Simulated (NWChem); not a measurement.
System: SnH3OF; SMILES [SnH2]([OH])[F]

Input file for NWChem:

```
start job
memory heap 200 mb stack 900 mb global 1100 mb
geometry units angstroms noautoz
  Sn    -0.260536     0.011916    -0.029857
  O      1.133345    -1.373181    -0.194024
  F      0.680084     1.710130    -0.066418
  H     -1.184877    -0.100710    -1.451455
  H     -1.022008    -0.022977     1.499422
  H      1.783559    -1.340040     0.517244
end
basis spherical
  * library def2-svp
end
ecp
  Sn library def2-ecp
end
dft
  xc xwpbe 1.00 cpbe96 1.0 hfexch 1.00
  cam 0.2 cam_alpha 0.0 cam_beta 1.0
  iterations 150
  vectors input atomic output neutral.movecs
end
task dft energy
charge 1
dft
  odft
  mult 2
  vectors input atomic output cation.movecs
end
task dft energy
```

NWChem printed, in part:

```
             Northwest Computational Chemistry Package (NWChem) 7.3.0
             --------------------------------------------------------

 C1  symmetry detected

                             Geometry "geometry" -> ""
                             -------------------------

 Output coordinates in angstroms (scale by  1.889725989 to convert to a.u.)

  No.       Tag          Charge          X              Y              Z
 ---- ---------------- ---------- -------------- -------------- --------------
    1 Sn                  50.0000    -0.28828075    -0.00309416    -0.00186003
    2 O                    8.0000     0.93089188    -1.55196767    -0.05624471
    3 F                    9.0000     0.85537146     1.56593529    -0.01734236
    4 H                    1.0000    -1.13886796    -0.04052907    -1.47261895
    5 H                    1.0000    -1.13218207     0.09674949     1.48057487
    6 H                    1.0000     1.53960952    -1.57918879     0.69108426

 Effective nuclear repulsion energy (a.u.)     296.2065667900

 Summary of "ao basis" -> "ao basis" (spherical)
 ------------------------------------------------------------------------------
       Tag                 Description            Shells   Functions and Types
 ---------------- ------------------------------  ------  ---------------------
 Sn                         def2-svp                10       26   4s4p2d
 O                          def2-svp                 6       14   3s2p1d
 F                          def2-svp                 6       14   3s2p1d
 H                          def2-svp                 3        5   2s1p

            General Information
            -------------------
          SCF calculation type: DFT
          Wavefunction type:  closed shell.
          No. of atoms     :     6
          No. of electrons :    42
           Alpha electrons :    21
            Beta electrons :    21
          Charge           :     0
          Spin multiplicity:     1
          Use of symmetry is: off; symmetry adaption is: off
          Maximum number of iterations: 150
          AO basis - number of functions:    69
                     number of shells:    31
          Convergence on energy requested:  1.00D-06
          Convergence on density requested:  1.00D-05
          Convergence on gradient requested:  5.00D-04

              XC Information
              --------------
                     Hartree-Fock (Exact) Exchange  1.000
                     LC-wPBE(h)Exchange Functional  1.000
            Perdew 1991 LDA Correlation Functional  1.000 local
           PerdewBurkeErnz. Correlation Functional  1.000 non-local

           Range-Separation Parameters
           ---------------------------
           Alpha           :  0.00
           Beta            :  1.00
           Gamma           :  0.20
           Short-Range HF  :     F

             Grid Information
             ----------------
          Grid used for XC integration:  medium
          Radial quadrature: Mura-Knowles
          Angular quadrature: Lebedev.
          Tag              B.-S. Rad. Rad. Pts. Rad. Cut. Ang. Pts.
          ---              ---------- --------- --------- ---------
          Sn                  1.45      123           8.0       590
          O                   0.60       49           9.0       434
          F                   0.50       49           9.0       434
          H                   0.35       45          10.0       434
          Grid pruning is: on
          Number of quadrature shells:   356
          Spatial weights used:  Erf1

      Superposition of Atomic Density Guess
      -------------------------------------

 Sum of atomic energies:        -424.57724527

      Non-variational initial energy
      ------------------------------

 Total energy =    -388.971429
 1-e energy   =    -906.681895
 2-e energy   =     373.587308
 HOMO         =      -0.380595
 LUMO         =      -0.001813

   convergence    iter        energy       DeltaE   RMS-Dens  Diis-err
 ---------------- ----- ----------------- --------- --------- ---------
 d= 0,ls=0.0,diis     1   -390.7643300581 -5.35D+02  2.52D-02  1.04D+00
 d= 0,ls=0.0,diis     2   -390.6694246757  9.49D-02  1.20D-02  2.60D+00
 d= 0,ls=0.0,diis     3   -390.8983615545 -2.29D-01  7.41D-04  3.89D-03
 d= 0,ls=0.0,diis     4   -390.8986646744 -3.03D-04  3.62D-04  9.58D-04
 d= 0,ls=0.0,diis     5   -390.8986994797 -3.48D-05  1.69D-04  5.53D-04
  Resetting Diis
 d= 0,ls=0.0,diis     6   -390.8987487608 -4.93D-05  3.17D-05  5.31D-06
 d= 0,ls=0.0,diis     7   -390.8987494337 -6.73D-07  9.47D-06  2.30D-07

         Total DFT energy =     -390.898749433653
      One electron energy =     -908.700621526346
           Coulomb energy =      411.788506921805
    Exchange-Corr. energy =      -38.109793177909
 Nuclear repulsion energy =      144.123158348797

 Numeric. integr. density =       42.000009695705

                       DFT Final Molecular Orbital Analysis
                       ------------------------------------

 Vector   19  Occ=2.000000D+00  E=-3.894245D-01
              MO Center=  3.8D-01,  7.5D-01, -2.0D-01, r^2= 2.9D+00
   Bfn.  Coefficient  Atom+Function         Bfn.  Coefficient  Atom+Function
  ----- ------------  ---------------      ----- ------------  ---------------
    46      0.492314  3 F  pz                49     -0.351943  3 F  pz
    55     -0.218926  4 H  s                 56     -0.199418  4 H  s
    44      0.160564  3 F  px                13      0.154759  1 Sn pz
    30     -0.136183  2 O  px                32      0.120901  2 O  pz
    47     -0.114498  3 F  px                31      0.112212  2 O  py

 Vector   20  Occ=2.000000D+00  E=-3.775748D-01
              MO Center=  5.5D-01, -4.5D-01,  1.2D-01, r^2= 3.4D+00
   Bfn.  Coefficient  Atom+Function         Bfn.  Coefficient  Atom+Function
  ----- ------------  ---------------      ----- ------------  ---------------
    31      0.412141  2 O  py                34      0.300220  2 O  py
    45     -0.244068  3 F  py                44      0.195259  3 F  px
    60     -0.192602  5 H  s                 32      0.186536  2 O  pz
    61     -0.185592  5 H  s                 48      0.173649  3 F  py
    46     -0.168856  3 F  pz                47     -0.143280  3 F  px

 Vector   21  Occ=2.000000D+00  E=-3.555241D-01
              MO Center=  7.4D-01, -1.2D+00,  4.3D-02, r^2= 1.8D+00
   Bfn.  Coefficient  Atom+Function         Bfn.  Coefficient  Atom+Function
  ----- ------------  ---------------      ----- ------------  ---------------
    30      0.390580  2 O  px                32     -0.341241  2 O  pz
    33      0.295140  2 O  px                31      0.270951  2 O  py
    35     -0.256339  2 O  pz                34      0.206765  2 O  py
    61      0.179433  5 H  s                 60      0.141513  5 H  s
    45     -0.119694  3 F  py                48      0.089782  3 F  py

 Vector   22  Occ=0.000000D+00  E= 3.688727D-02
              MO Center= -1.6D-02, -1.2D-01,  1.3D-01, r^2= 4.1D+00
   Bfn.  Coefficient  Atom+Function         Bfn.  Coefficient  Atom+Function
  ----- ------------  ---------------      ----- ------------  ---------------
     3      0.757291  1 Sn s                  4      0.699553  1 Sn s
    61     -0.514346  5 H  s                 56     -0.439945  4 H  s
    29     -0.400723  2 O  s                  2     -0.273432  1 Sn s
    14      0.251002  1 Sn px                31     -0.230676  2 O  py
    43     -0.225801  3 F  s                 34     -0.223763  2 O  py

 Vector   23  Occ=0.000000D+00  E= 5.363490D-02
              MO Center= -4.9D-01, -1.0D-01,  2.4D-02, r^2= 4.3D+00
   Bfn.  Coefficient  Atom+Function         Bfn.  Coefficient  Atom+Function
  ----- ------------  ---------------      ----- ------------  ---------------
    15      0.832932  1 Sn py                12      0.371686  1 Sn py
    29      0.362418  2 O  s                 43     -0.262379  3 F  s
    44     -0.166107  3 F  px                17      0.144706  1 Sn d -2
    47      0.144591  3 F  px                22     -0.140549  1 Sn d -2
    33     -0.136521  2 O  px                30     -0.133534  2 O  px

 Vector   24  Occ=0.000000D+00  E= 7.194712D-02
              MO Center= -6.7D-01, -7.3D-03,  6.5D-02, r^2= 4.4D+00
   Bfn.  Coefficient  Atom+Function         Bfn.  Coefficient  Atom+Function
  ----- ------------  ---------------      ----- ------------  ---------------
    14      0.934315  1 Sn px                56      0.829351  4 H  s
    61      0.668201  5 H  s                  4     -0.609633  1 Sn s
    11      0.370410  1 Sn px                 3     -0.355142  1 Sn s
    29     -0.202923  2 O  s                 55      0.187263  4 H  s
    60      0.162080  5 H  s                 19     -0.157740  1 Sn d  0

     Multipole analysis of the density
     ---------------------------------

     L   x y z        total         alpha         beta         nuclear
     -   - - -        -----         -----         ----         -------
     0   0 0 0     -0.000000    -21.000000    -21.000000     42.000000

     1   1 0 0     -0.642050     -7.947828     -7.947828     15.253606
     1   0 1 0     -0.350220     -0.256969     -0.256969      0.163719
     1   0 0 1      0.457236      0.179409      0.179409      0.098418

     2   2 0 0    -25.625109    -49.049933    -49.049933     72.474757
     2   1 1 0     -1.687341      2.687571      2.687571     -7.062482
     2   1 0 1      1.825218     -0.023484     -0.023484      1.872185
     2   0 2 0    -30.791858    -93.679479    -93.679479    156.567101
     2   0 1 1     -1.645608     -0.047186     -0.047186     -1.551237
     2   0 0 2    -25.735577    -21.556896    -21.556896     17.378215

                                 NWChem DFT Module
                                 -----------------

            General Information
            -------------------
          SCF calculation type: DFT
          Wavefunction type:  spin polarized.
          No. of atoms     :     6
          No. of electrons :    41
           Alpha electrons :    21
            Beta electrons :    20
          Charge           :     1
          Spin multiplicity:     2
          Use of symmetry is: off; symmetry adaption is: off
          Maximum number of iterations: 150
          This is a Direct SCF calculation.
          AO basis - number of functions:    69
                     number of shells:    31
          Convergence on energy requested:  1.00D-06
          Convergence on density requested:  1.00D-05
          Convergence on gradient requested:  5.00D-04

              XC Information
              --------------
                     Hartree-Fock (Exact) Exchange  1.000
                     LC-wPBE(h)Exchange Functional  1.000
            Perdew 1991 LDA Correlation Functional  1.000 local
           PerdewBurkeErnz. Correlation Functional  1.000 non-local

           Range-Separation Parameters
           ---------------------------
           Alpha           :  0.00
           Beta            :  1.00
           Gamma           :  0.20
           Short-Range HF  :     F

             Grid Information
             ----------------
          Grid used for XC integration:  medium
          Radial quadrature: Mura-Knowles
          Angular quadrature: Lebedev.
          Tag              B.-S. Rad. Rad. Pts. Rad. Cut. Ang. Pts.
          ---              ---------- --------- --------- ---------
          Sn                  1.45      123           8.0       590
          O                   0.60       49           9.0       434
          F                   0.50       49           9.0       434
          H                   0.35       45          10.0       434
          Grid pruning is: on
          Number of quadrature shells:   356
          Spatial weights used:  Erf1

      Superposition of Atomic Density Guess
      -------------------------------------

 Sum of atomic energies:        -424.57724527

 Renormalizing density from      42.00 to     41

      Non-variational initial energy
      ------------------------------

 Total energy =    -384.961852
 1-e energy   =    -885.094231
 2-e energy   =     356.009220
 HOMO         =      -0.653178
 LUMO         =      -0.307894

   convergence    iter        energy       DeltaE   RMS-Dens  Diis-err
 ---------------- ----- ----------------- --------- --------- ---------
 d= 0,ls=0.0,diis     1   -390.1072700097 -5.34D+02  2.29D-02  7.79D-01
                                                     2.41D-02  7.55D-01
 d= 0,ls=0.0,diis     2   -388.8034802374  1.30D+00  1.72D-02  4.32D+00
                                                     1.93D-02  3.65D+00
 d= 0,ls=0.0,diis     3   -390.4733931788 -1.67D+00  2.40D-03  2.65D-02
                                                     3.15D-03  2.55D-02
 d= 0,ls=0.0,diis     4   -390.4783533307 -4.96D-03  1.17D-03  3.29D-02
                                                     1.97D-03  3.38D-02
 d= 0,ls=0.0,diis     5   -390.4883968656 -1.00D-02  6.80D-04  1.11D-02
                                                     7.04D-04  8.21D-03
  Resetting Diis
 d= 0,ls=0.0,diis     6   -390.4927742942 -4.38D-03  7.74D-04  2.44D-03
                                                     8.98D-04  1.40D-03
 d= 0,ls=0.0,diis     7   -390.4949074882 -2.13D-03  4.70D-04  5.36D-04
                                                     4.01D-04  2.87D-04
 d= 0,ls=0.0,diis     8   -390.4950346028 -1.27D-04  1.63D-04  6.88D-04
                                                     3.57D-04  9.94D-04
 d= 0,ls=0.0,diis     9   -390.4954794928 -4.45D-04  1.41D-04  1.91D-04
                                                     1.93D-04  1.19D-04
 d= 0,ls=0.0,diis    10   -390.4956428464 -1.63D-04  4.15D-04  9.97D-05
                                                     5.78D-04  5.56D-05
 d= 0,ls=0.0,diis    11   -390.4959046898 -2.62D-04  7.72D-05  5.65D-06
                                                     1.36D-04  6.11D-06
 d= 0,ls=0.0,diis    12   -390.4959251567 -2.05D-05  5.06D-05  1.24D-06
                                                     1.29D-04  1.89D-06
 d= 0,ls=0.0,diis    13   -390.4959374890 -1.23D-05  2.44D-05  4.01D-07
                                                     7.66D-05  6.27D-07
 d= 0,ls=0.0,diis    14   -390.4959416302 -4.14D-06  1.12D-05  5.24D-08
                                                     4.67D-05  1.61D-07
 d= 0,ls=0.0,diis    15   -390.4959429974 -1.37D-06  9.09D-06  1.93D-08
                                                     3.37D-05  4.52D-08
 d= 0,ls=0.0,diis    16   -390.4959434807 -4.83D-07  2.07D-06  4.81D-09
                                                     1.12D-05  1.72D-08
 d= 0,ls=0.0,diis    17   -390.4959436083 -1.28D-07  2.75D-06  4.06D-09
                                                     1.71D-05  1.20D-08
 d= 0,ls=0.0,diis    18   -390.4959437598 -1.51D-07  4.41D-06  2.29D-09
                                                     2.54D-05  5.69D-09
 d= 0,ls=0.0,diis    19   -390.4959438699 -1.10D-07  1.56D-06  1.63D-09
                                                     5.66D-06  1.30D-09

         Total DFT energy =     -390.495943869903
      One electron energy =     -897.615492461082
           Coulomb energy =      400.727063404825
    Exchange-Corr. energy =      -37.730673162443
 Nuclear repulsion energy =      144.123158348797

 Numeric. integr. density =       41.000009452668

                    DFT Final Alpha Molecular Orbital Analysis
                    ------------------------------------------

[...]
```

Level: LC-wPBE (HJS exchange hole, range parameter 0.2 per bohr)/def2-SVP with def2 effective core potentials on Sn, vertical spin-unrestricted ions. Geometry: optimised at PBE0/def2-SVP. def2 effective core potentials on Sn; no spin-orbit coupling.
